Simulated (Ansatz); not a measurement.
C$_{2}$H$_{8}$FGeNO (`C[O][Ge]([CH3])([NH2])[F]`) at its PBE0-D4/def2-TZVP geometry, where that method's forces vanish. Total charge 0; spin multiplicity 1.

```xyz
14

C     0.2577   -1.7206   -1.3929
O     0.9293   -0.9129   -0.4521
Ge    0.1875    0.5783    0.1191
C    -1.4238    0.3619    1.1541
N     1.5302    1.4147    0.9909
F    -0.2974    1.4261   -1.3371
H     0.0057   -1.1661   -2.3030
H    -0.6638   -2.1517   -0.9813
H     0.9234   -2.5434   -1.6615
H    -1.2192   -0.2461    2.0352
H    -1.7948    1.3375    1.4701
H    -2.1903   -0.1210    0.5481
H     1.3380    2.3555    1.3013
H     2.4177    1.3877    0.5092
```

(1) What forces (eV/Å) does ωB97M-V/def2-TZVPP give on these atoms in Ansatz 0.2.0? (An estimate is asked.)

Answers

(1) The calculation gave: 
```
C1  -0.141 -0.198 -0.227
O2   0.125  0.126  0.149
Ge3 -0.052 -0.049  0.097
C4  -0.020 -0.005  0.006
N5   0.013  0.038 -0.023
F6  -0.010  0.019 -0.053
H7   0.022 -0.039  0.079
H8   0.074  0.042 -0.026
H9  -0.069  0.068  0.015
H10 -0.021  0.045 -0.064
H11  0.023 -0.071 -0.021
H12  0.051  0.034  0.047
H13  0.024 -0.020 -0.002
H14 -0.018  0.009  0.023
```
